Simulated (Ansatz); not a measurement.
`[F][Hf]([F])([F])[I]` and `[F][Hf]([F])([F])[F]` differ in one atom or group.

Ansatz, PBE0-D4/def2-TZVP geometries, multiplicity 1. 

Elements past krypton have def2 core potentials.

```json
{"property": "HOMO energy (ωB97M-V/def2-TZVPP) / eV", "`[F][Hf]([F])([F])[I]`": "-10.47"}
{"property": "HOMO–LUMO gap (B3LYP/def2-TZVPP) / eV", "`[F][Hf]([F])([F])[I]`": "6.50"}
{"property": "LUMO energy (PBE/def2-TZVPP) / eV", "`[F][Hf]([F])([F])[I]`": "-2.23"}
{"property": "HOMO–LUMO gap (PBE/def2-TZVPP) / eV", "`[F][Hf]([F])([F])[I]`": "5.00"}
{"property": "HOMO energy (PBE0/def2-TZVPP) / eV", "`[F][Hf]([F])([F])[I]`": "-8.39"}
{"property": "zero-point energy (PBE0-D4/def2-TZVP) / kJ/mol", "`[F][Hf]([F])([F])[I]`": "17.3"}
```

Problem. Give the same properties after the change, and the shifts. (Best estimate.)

Solution. Computed: 
```json
{"property": "HOMO energy (ωB97M-V/def2-TZVPP) / eV", "`[F][Hf]([F])([F])[F]`": "-14.69", "shift": "-4.22"}
{"property": "HOMO–LUMO gap (B3LYP/def2-TZVPP) / eV", "`[F][Hf]([F])([F])[F]`": "10.59", "shift": "4.09"}
{"property": "LUMO energy (PBE/def2-TZVPP) / eV", "`[F][Hf]([F])([F])[F]`": "-1.61", "shift": "0.62"}
{"property": "HOMO–LUMO gap (PBE/def2-TZVPP) / eV", "`[F][Hf]([F])([F])[F]`": "8.50", "shift": "3.50"}
{"property": "HOMO energy (PBE0/def2-TZVPP) / eV", "`[F][Hf]([F])([F])[F]`": "-12.17", "shift": "-3.78"}
{"property": "zero-point energy (PBE0-D4/def2-TZVP) / kJ/mol", "`[F][Hf]([F])([F])[F]`": "20.8", "shift": "3.5"}
```

With PBE0 the HOMO falls by 3.78 eV and the LUMO rises by 0.52 eV, so the gap widens by about 4.30 eV. PBE moves the HOMO by -2.88 eV and ωB97M-V by -4.22 eV.

B3LYP here is the variant with VWN-RPA as its local correlation; programs differ in this.

Spin–orbit coupling is left out; it splits and shifts lone-pair levels of the heavy atoms by tenths of an eV.
